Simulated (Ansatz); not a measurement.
Species: C2H6BO, charge 0, multiplicity 2. It need not be the lowest isomer of its formula. 
Geometry from a B3LYP-D3(BJ)/def2-TZVP (Ansatz, an electronic-structure program) optimisation:
```xyz
10

C      1.9177    -0.3018    -0.5644
B      0.6518     0.1803     0.2116
O     -0.5976    -0.1244    -0.1357
C     -1.7587     0.3149     0.5719
H      2.5742    -0.8746     0.0960
H      1.6617    -0.9218    -1.4306
H      2.5042     0.5550    -0.9064
H     -1.4813     0.9296     1.4292
H     -2.3099    -0.5635     0.9068
H     -2.3811     0.8906    -0.1128
```
Charge 0, spin multiplicity 2.

Atomisation energy built up term by term with Ansatz (kcal/mol; UHF references for open shells; valence terms freeze the core; atomic spin-orbit terms are left out). CBS marks a two-point X^-3 extrapolation of the correlation energy; Hartree-Fock from the larger set.

```
term                                          basis  kcal/mol
-----------------------  --------------------------  --------
Hartree-Fock                                cc-pVQZ    693.60
CCSD correlation               CBS(cc-pVTZ,cc-pVQZ)    206.86
(T)                            CBS(cc-pVTZ,cc-pVQZ)     12.83
core correlation                          cc-pwCVTZ      3.70
scalar relativity (X2C)  cc-pVTZ-DK against cc-pVTZ     -0.72
sum: De                                                 916.3
```

(T) makes 1.4 % of the CCSD(T) atomisation energy; under 5 % is typical of single-reference molecules.
